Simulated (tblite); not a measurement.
Compound: C8H12.
Atom-mapped SMILES: `[CH2:1]=[CH:2]/[CH:3]=[CH:4]\[C@H:5]([CH3:6])[CH:7]=[CH2:8]` (hydrogens: H9, H10 on C1; H11 on C2; H12 on C3; H13 on C4; H14 on C5; H15, H16, H17 on C6; H18 on C7; H19, H20 on C8)

Computed with GFN2-xTB (tblite), gas phase: Langevin dynamics at 200 K from the optimised GFN2-xTB geometry, time step 0.5 fs, friction 0.01 fs⁻¹, 2000 steps.

Start geometry:
```
atom  x, y, z in Å
C1      3.701   -0.350   -0.012
C2      2.388   -0.226   -0.179
C3      1.478    0.026    0.916
C4      0.155    0.172    0.843
C5     -0.708    0.117   -0.387
C6     -1.391    1.471   -0.586
C7     -1.666   -1.034   -0.228
C8     -2.981   -0.964   -0.153
H9      4.155   -0.269    0.962
H10     4.369   -0.535   -0.836
H11     1.967   -0.311   -1.171
H12     1.952    0.103    1.888
H13    -0.400    0.359    1.754
H14    -0.089   -0.092   -1.266
H15    -0.636    2.241   -0.726
H16    -2.034    1.450   -1.463
H17    -1.988    1.732    0.285
H18    -1.175   -1.998   -0.158
H19    -3.520   -0.034   -0.215
H20    -3.584   -1.848   -0.031
```

The statistics below take the 31 frames saved every 25 fs from 250 to 1000 fs; their kinetic temperature (all 3N coordinates) averages 196 K.

Q: How do the bond lengths spread?

A: 
```
  bond  start (Å)  mean (Å)  standard deviation (Å)  shortest (Å)  longest (Å)
 C1=C2      1.329     1.333                   0.019         1.287        1.363
 C2–C3      1.446     1.447                   0.027         1.401        1.505
 C3=C4      1.334     1.338                   0.019         1.307        1.371
 C4–C5      1.504     1.509                   0.025         1.467        1.570
 C5–C6      1.529     1.530                   0.022         1.488        1.579
 C5–C7      1.506     1.515                   0.020         1.482        1.572
 C7=C8      1.320     1.320                   0.017         1.289        1.355
 C1–H9      1.078     1.078                   0.017         1.052        1.122
C1–H10      1.076     1.081                   0.028         1.037        1.137
C2–H11      1.081     1.086                   0.023         1.043        1.144
C3–H12      1.084     1.087                   0.029         1.030        1.139
C4–H13      1.083     1.087                   0.022         1.042        1.128
C5–H14      1.095     1.096                   0.017         1.064        1.126
C6–H15      1.088     1.089                   0.021         1.052        1.129
C6–H16      1.087     1.089                   0.020         1.056        1.125
C6–H17      1.087     1.094                   0.022         1.037        1.146
C7–H18      1.084     1.086                   0.027         1.029        1.123
C8–H19      1.076     1.078                   0.029         1.010        1.136
C8–H20      1.077     1.079                   0.030         1.030        1.145
```

Q: Give the same statistics for bond angles, one of each kind among heavy atoms.

A: 
```csv
angle,start (°),mean (°),standard deviation (°),smallest (°),largest (°)
C1–C2–C3,122.9,123.2,2.4,117.5,126.9
C2–C3–C4,127.0,126.4,2.5,120.8,131.2
C3–C4–C5,127.6,126.8,2.4,121.4,131.5
C4–C5–C6,109.3,110.5,3.0,104.0,115.8
C4–C5–C7,107.8,106.0,3.3,100.1,114.5
C6–C5–C7,114.0,114.1,2.0,110.5,119.3
C5–C7–C8,126.8,126.2,2.6,120.0,131.0
```

Q: Follow the torsions C1–C2–C3–C4, C3–C4–C5–C6 and C4–C5–C7–C8 through every second one of these frames.

A: 
```
t (fs)  C1–C2–C3–C4 (°)  C3–C4–C5–C6 (°)  C4–C5–C7–C8 (°)
   250             -173             -113              107
   300              172             -126              104
   350             -177             -120               93
   400             -172             -126               85
   450              165             -139               88
   500              168             -133               86
   550              171             -133              103
   600              172             -151              124
   650             -173             -145              134
   700             -177             -145              128
   750             -175             -150              118
   800             -172             -161              116
   850             -166             -152               96
   900             -179             -155               94
   950              173             -156              106
  1000             -165             -151              106
```

Largest departure from the start value over all these frames: C1–C2–C3–C4 16° (start 180°), C3–C4–C5–C6 43° (start -118°), C4–C5–C7–C8 32° (start 116°).

The run is classical and short, so these are rough statistics of one trajectory.

The cost below is that of the whole dynamics run. The run took 21 s wall on Arm Neoverse N1, one thread, shared host, and the process peaked at 0.18 GiB of memory.
